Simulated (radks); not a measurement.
Problem. The technetium ion Tc3+, 40 electrons, occupied as [Kr] 4d3 5s1 (not the ground configuration). Method: Dirac Kohn-Sham, PBE, spin-unpolarised, spherical densities, finite nucleus; open shells are shared between the two j in proportion to 2j + 1; Fermi nuclear charge, rms radius 4.4112 fm; computed with a radial shooting solver on a logarithmic mesh with Libxc functionals.

Spin-orbit splittings of the eigenvalues, e(l+1/2) - e(l-1/2), with zeta = 2 splitting/(2l+1) and mean radii in bohr:

| shell | occ. | splitting (eV) | zeta (eV) | <r> j=l-1/2 | <r> j=l+1/2 |
|---|---|---|---|---|---|
| 2p | 6 | 118.2 | 78.83 | 0.1271 | 0.1318 |
| 3p | 6 | 19.79 | 13.19 | 0.4089 | 0.4195 |
| 3d | 10 | 3.806 | 1.522 | 0.3967 | 0.4002 |
| 4p | 6 | ? | ? | 1.128 | 1.155 |
| 4d | 3 | 0.3730 | 0.1492 | 1.465 | 1.476 |

Estimate the 4p splitting.

Solution. 3.083 eV (zeta = 2.055 eV).
